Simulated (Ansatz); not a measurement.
`[SiH3]BO[SiH3]` + H–F → `FB[SiH3]` + `O[SiH3]` at 400 K and 1 bar (ligand exchange at a B–O bond).

Computed with Ansatz on PBE0-D4/def2-TZVP structures; ΔE is electronic, products minus reactants. CCSD(T)/CBS is the MP2 limit (def2-TZVPP, def2-QZVPP) plus CCSD(T) − MP2 in def2-TZVPP, frozen cores. This one scheme is used for every species. One conformer a species, not always the lowest.

```
         species  CCSD(T)/CBS energy (Eh)  H − E (kJ/mol)  S (J/(mol·K))
`[SiH3]BO[SiH3]`               -682.38605           210.5          396.3
             H–F               -100.39570            36.5          182.2
      `FB[SiH3]`               -416.08982           126.4          321.1
       `O[SiH3]`               -366.69042           120.0          276.4
```

H − E and S are ideal-gas, rigid-rotor, harmonic terms from PBE0-D4/def2-TZVP, for one conformer and one mirror image of each species. 1 Eh = 2625.50 kJ/mol, R = 8.31446 J/(mol·K).

**Question.** By hand: ΔE, ΔH, ΔS and ΔG.

**Answer.** ΔE = (-416.08982) + (-366.69042) − (-682.38605) − (-100.39570) = 0.00151 Eh = 4.0 kJ/mol. Δ(H − E) = 126.4 + 120.0 − 210.5 − 36.5 = -0.6, so ΔH = 3.4 kJ/mol. ΔS = 321.1 + 276.4 − 396.3 − 182.2 = 19.0 J/(mol·K). ΔG = 3.4 − 400 × (19.0)/1000 = -4.2 kJ/mol.

**Question.** By hand: the equilibrium constant, and the temperature at which ΔG would vanish if ΔH and ΔS stayed fixed.

**Answer.** log₁₀ K = −ΔG/(RT ln 10) = 0.5. ΔG = 0 at ΔH/ΔS = 179 K, though so small a ΔH makes that figure unsure.

TΔS isn't small against ΔH here. The sign of ΔG lies within the doubt. A doubt of 5 kJ/mol in ΔE shifts log₁₀ K by 0.7 here. Other conformers and mirror images would add mixing entropy, several J/(mol·K) or more a flexible species. Modes under 60 cm⁻¹, often nearly free rotors, make the harmonic entropy too high. These are equilibria of isolated gas molecules and say nothing of rates. Largest T1 diagnostic: 0.014 (customary marks: 0.02 for closed shells, 0.045 for open ones).
